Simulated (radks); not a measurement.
Ge, configuration [Ar] 3d10 4s2 4p1.75 5s0.25 (fractional occupations, a model configuration). Calculated with a radial shooting solver on a logarithmic mesh with Libxc functionals: scalar-relativistic Kohn-Sham, LDA (Slater exchange, VWN5 correlation), spin-polarised, spherical densities, point nucleus; open shells are filled with parallel spins first.

Local quantities along the radius. ELF = 1/(1 + alpha^2) is the electron localisation function; alpha = (tau - tau_W)/tau_unif compares the Pauli kinetic energy density with that of the uniform gas (summed over spins). tau is taken from the large components.

```
   r/bohr * ELF (the largest magnitude, 1, reaches the edge; | marks zero)
 0.003399 |                                                      *
 0.004643 |                                                      *
 0.006343 |                                                      *
 0.008666 |                                                      *
  0.01184 |                                                      *
  0.01604 |                                                      *
  0.02192 |                                                     *
  0.02995 |                                                    *
  0.04091 |                                            *
  0.05589 |                        *
  0.07635 |               *
   0.1043 |                            *
   0.1414 |                                         *
   0.1931 |                                        *
   0.2638 |                 *
   0.3605 |                *
   0.4924 |                                      *
   0.6727 |                                         *
   0.9191 |                             *
    1.246 |            *
    1.702 |                *
    2.325 |                                    *
    3.176 |                                  *
    4.339 |            *
    5.928 |  *
    8.098 |           *
    10.97 |                                              *
    14.99 |                                                      *
    20.48 |                                                      *
```

On this mesh the ELF has minima near r = 0.076, 0.31, 1.5, 5.9 bohr, which separate the shells, and maxima near 0.17 (0.80), 0.57 (0.77), 2.7 (0.71).
